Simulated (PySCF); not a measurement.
Bonds (- single, = double, # triple, : aromatic): B1-P2, P2-C3, C3-C4, C4#C5, P2-C6, C6-C7, C7-C8, C8-P2. B1 carries H9, H10, H11; C3 carries H12, H13; C5 carries H14; C6 carries H15, H16; C7 carries H17, H18; C8 carries H19, H20. Formal charges: B1 -1, P2 +1.

Calculated, not measured (PySCF 2.14): GIAO KT3/pcSseg-1 shieldings, geometry from PBE0-D3(BJ)/def2-SVP. Rapidly exchanging positions averaged, one conformer, non-relativistic Hamiltonian, no solvent model.

Predict the 2D correlation tables (HSQC, COSY, HMBC).

Answers



HSQC (one-bond C–H):
```csv
δH,δC
2.85 (H17),24.8 (C7)
2.67 (H12/H13),21.9 (C3)
2.41 (H18),24.8 (C7)
2.34 (H15/H20),25.0 (C6/C8)
2.28 (H16/H19),25.0 (C6/C8)
2.08 (H14),65.0 (C5)
```

COSY cross peaks (H two or three bonds apart, from the bond graph; peaks can be absent where the dihedral angle is near 90°):
```csv
δH,δH
2.85 (H17),2.41 (H18)
2.85 (H17),2.34 (H15/H20)
2.85 (H17),2.28 (H16/H19)
2.41 (H18),2.34 (H15/H20)
2.41 (H18),2.28 (H16/H19)
2.34 (H15/H20),2.28 (H16/H19)
```

HMBC (two and three bonds, from the bond graph):
```csv
δH,δC
2.85 (H17),25.0 (C6/C8)
2.67 (H12/H13),"71.3 (C4), 65.0 (C5), 25.0 (C6/C8)"
2.41 (H18),25.0 (C6/C8)
2.34 (H15/H20),"25.0 (C6/C8), 24.8 (C7), 21.9 (C3)"
2.28 (H16/H19),"25.0 (C6/C8), 24.8 (C7), 21.9 (C3)"
2.08 (H14),"71.3 (C4), 21.9 (C3)"
0.94 (H9/H10/H11),"25.0 (C6/C8), 21.9 (C3)"
```

Scale: 1H (31.32 ppm), 13C (182.31 ppm) vs TMS (reference shieldings calculated alike).

Hydrogens on boron are broadened and split by 11B (spin 3/2, 80 %) and 10B (spin 3). Shifts are as computed, not scaled to solution data. Of 1309 compounds with measured shifts, 239 miss one by over three times the rms of a fit or turn the order of signals round; such compounds aren't used in these exercises.
